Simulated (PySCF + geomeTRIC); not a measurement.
Species: CH$_{2}$NO, SMILES `[NH2+]=C=O` (charge 1, multiplicity 1).

Question: Give a relaxed geometry from M06-2X/def2-TZVP (PySCF + geomeTRIC).

Answer: the end point of this relaxation (outside a Z-matrix the atoms follow the SMILES, hydrogens last).
Bonds (Å): N1–C2 1.268, N1–H4 1.021, N1–H5 1.021, C2–O3 1.119. Angles (°): C2–N1–H4 120.1, C2–N1–H5 120.2, H4–N1–H5 119.7, N1–C2–O3 179.9.
